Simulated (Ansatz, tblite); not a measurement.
(SrTe)n: gap (eV) at several levels, gas phase, relaxed structures; Ansatz, xTB through tblite. Clusters are the lowest isomers that short searches found in that spin, judged at the geometry's level. Core potentials for Sr, Te in the def2 sets, no spin–orbit coupling. The structures are stationary points that may keep the symmetry of their start.

| species | state | geometry | GFN1-xTB | GFN2-xTB | PBE-D4/def2-SVP | r2SCAN-D4/def2-TZVP | PBE0-D4/def2-SVP |
| --- | --- | --- | --- | --- | --- | --- | --- |
| Sr3Te3 | singlet | PBE-D4/def2-SVP | 1.74 | 1.54 | 1.89 | 2.47 | 3.31 |
| Sr4Te4 | singlet | r2SCAN-D4/def2-SVP | 1.47 | 1.26 | 1.83 | 2.39 | 3.25 |
| Sr6Te6 | singlet | PBE0-D4/def2-SVP | 1.37 | 0.98 | 1.85 | 2.46 | 3.29 |

Q: Estimate the column for PBE0-D4/def2-TZVP.

A: Sr3Te3 3.34; Sr4Te4 3.28; Sr6Te6 3.31.

Over the 3 species that have every level, the mean is 1.53 at GFN1-xTB, 1.26 at GFN2-xTB, 1.86 at PBE-D4/def2-SVP, 2.44 at r2SCAN-D4/def2-TZVP, 3.28 at PBE0-D4/def2-SVP, 3.31 at PBE0-D4/def2-TZVP. Orbital gaps grow with the share of exact exchange and aren't one observable across functionals.
